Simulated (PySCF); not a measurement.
System: sum formula BNH₂F (charge 0, doublet). It need not be the lowest isomer of its formula. SMILES: [NH]BF
Coordinates optimised at B3LYP-D3(BJ)/def2-TZVP (Ansatz):
```
B
F 1 1.3326
N 1 1.3995 2 122.39
H 3 1.0123 1 128.61 2 -113.05
H 1 1.1998 2 119.18 3 173.49
```
Charge 0, spin multiplicity 2.

Dispersion corrections to the total energy (kcal/mol) from the dftd3 and dftd4 libraries through PySCF: D3(BJ) without and D4 with the three-body term, each with the damping fitted for the functional named.

```csv
functional,D3(BJ),D4
TPSS,-1.38,-1.40
BP86,___,-1.30
B2PLYP,___,-0.71
revPBE,-3.06,-3.94
CAM-B3LYP,-0.78,___
HF,-11.21,-4.40
LC-wPBE,-0.98,-1.14
```

Fill in the missing entries.


- BP86, D3(BJ): -1.67
- B2PLYP, D3(BJ): -0.85
- CAM-B3LYP, D4: -0.83
